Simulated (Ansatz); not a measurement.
CHF$_{2}$NSi, SMILES `N#C[SiH](F)F`. The species carries charge 0 and has multiplicity 1. Geometry: relaxed with PBE0-D4/def2-TZVP.

```xyz
6

N     2.326    0.545    0.452
C     1.228    0.289    0.223
Si   -0.540   -0.128   -0.062
F    -0.581   -1.422   -0.957
F    -1.184    1.068   -0.856
H    -1.250   -0.351    1.200
```

Question: What is the dipole moment at B3LYP/def2-TZVPP? (An estimate is asked.)

Answer: Computed: 2.55 D, with components (-2.35, -0.60, 0.77) D in this frame, pointing from negative to positive charge.

Question: And with PBE, r2SCAN, ωB97M-V? (Estimate.)

Answer: The calculation gave: PBE 2.47 D, r2SCAN 2.51 D, ωB97M-V 2.56 D.

Question: Give the Mulliken charges with B3LYP, r2SCAN, PBE in def2-TZVPP. (Best estimate.)

Answer: Ansatz gave: 
| atom | B3LYP | r2SCAN | PBE |
| --- | --- | --- | --- |
| N1 | 0.02 | -0.04 | 0.06 |
| C2 | -0.25 | -0.22 | -0.27 |
| Si3 | 0.84 | 0.87 | 0.74 |
| F4 | -0.28 | -0.28 | -0.24 |
| F5 | -0.28 | -0.28 | -0.24 |
| H6 | -0.05 | -0.06 | -0.05 |

B3LYP here is the variant with VWN-RPA as its local correlation; programs differ in this.
